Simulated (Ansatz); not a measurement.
`C=[CH][Al]([CH3])[CH3]` + `CC[Si]O` → `CC[Si]OC` + `C=[CH][AlH][CH3]`  (substitution at a C–Al bond)

Gas-phase electronic energies from Ansatz, PBE0-D4/def2-TZVP geometries. CCSD(T)/CBS adds triple-zeta CCSD(T) − MP2 to the extrapolated MP2 energy (def2 sets, frozen cores). DFT in def2-TZVPP. One conformer a species, not always the lowest.

```json
{"species": "`C=[CH][Al]([CH3])[CH3]`", "PBE0 energy (Eh)": "-400.01127"}
{"species": "`CC[Si]O`", "PBE0 energy (Eh)": "-444.31534"}
{"species": "`CC[Si]OC`", "PBE0 energy (Eh)": "-483.57182"}
{"species": "`C=[CH][AlH][CH3]`", "PBE0 energy (Eh)": "-360.71526"}
```

(1) Work out ΔE.

Largest T1 diagnostic among the species: 0.013.

## Answers

(1) ΔE = (-483.57182) + (-360.71526) − (-400.01127) − (-444.31534) = 0.03953 Eh = +1.08 eV. CCSD(T)/CBS gives +1.07 eV.

At CCSD(T), def2-SVP lies −0.22 eV from the extrapolated value and def2-TZVPP −0.04 eV. Leaving LDA and LC-ωPBE aside and taking each functional with its dispersion term where it has one, the values, not all of them listed here, spread over 0.13 eV, from BLYP-D4 to r2SCAN0-D4. In def2-TZVPP, CCSD(T) changes the Hartree–Fock value by +0.14 eV (the triples alone add +0.01 eV) and MP2 by +0.21 eV.
